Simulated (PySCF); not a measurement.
Trend along the second period: MS anions

PBE with double-zeta basis sets in PySCF, for the lowest determinant that a PBE0 search found; no spin–orbit coupling. De refers to high-spin ground-configuration atoms (the charge goes to the atom of lower measured ionisation energy or higher electron affinity, which is not always the lowest computed limit). A positive dipole points towards S; it is taken about the centre of mass and depends on that origin.

| M | basis | charged atom | state (unpaired electrons) | Re (Å) | ωe (cm⁻¹) | De (eV) | μ (D) |
| --- | --- | --- | --- | --- | --- | --- | --- |
| Li | def2-SVPD | S− | singlet (closed shell) | 2.087 | 619 | 2.48 | -4.44 |
| Be | aug-pcseg-1 | S− | doublet (σ ↑) | 1.832 | 860 | 3.81 | 1.56 |
| B | aug-cc-pVDZ/aug-cc-pV(D+d)Z | S− | singlet (closed shell) | 1.708 | 964 | 6.22 | 3.80 |
| C | aug-cc-pVDZ/aug-cc-pV(D+d)Z | S− | doublet (π ↑) | 1.642 | 983 | 5.80 | 2.75 |
| N | aug-cc-pV(D+d)Z/aug-cc-pVDZ | S− | triplet (π ↑↑) | 1.608 | 915 | 4.62 | 1.22 |
| O | aug-pcseg-1 | S− | doublet (π ↑) | 1.628 | 836 | 4.79 | 0.30 |
| F | aug-cc-pV(D+d)Z/aug-cc-pVDZ | F− | singlet (closed shell) | 1.768 | 617 | 2.64 | -1.22 |

The shortest bond is that of SN⁻ (1.608 Å), the longest that of LiS⁻ (2.087 Å).

The rows differ in basis set, which adds steps of its own.

The state changes along the series, so neighbouring rows are not always alike in their bonding.

For an ion De counts to the pair picked by the measured ionisation energies or electron affinities, which need not be the lowest pair at this level. The highest Kohn–Sham level is positive in some of these anions. Much of that is self-interaction error, but it also means that the finite basis helps to hold the extra electron. States were picked by a PBE0 search and need not be the measured ground states.
